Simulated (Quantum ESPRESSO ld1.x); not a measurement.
Pd XXVII, 20 electrons, occupied as [Ar] 3d2. Calculated with ld1.x of Quantum ESPRESSO 7.5: scalar-relativistic Kohn-Sham, LDA (Slater exchange, VWN5 correlation), spin-polarised, spherical densities, point nucleus; open shells are filled with parallel spins first. Some entries of the table are withheld. Estimate them.

orbital  occ.  eigenvalue (eV)  <1/r> (bohr^-1)
1s up       1         -25287.9            48.18
1s down     1         -25287.7            48.18
2s up       1         -4662.27            11.00
2s down     1         -4656.19            11.01
2p up       3         -4305.56            10.63
2p down     3         -4300.87            10.64
3s up       1         -1602.97            4.214
3s down     1         -1596.16            4.203
3p up       3         -1487.67              (1)
3p down     3         -1480.66              (2)
3d up       2              (3)            3.881
3d down     0              (4)            3.874

Answer. 
(1) 3p up <1/r> (bohr^-1): 4.065
(2) 3p down <1/r> (bohr^-1): 4.054
(3) 3d up eigenvalue (eV): -1326.71
(4) 3d down eigenvalue (eV): -1318.24
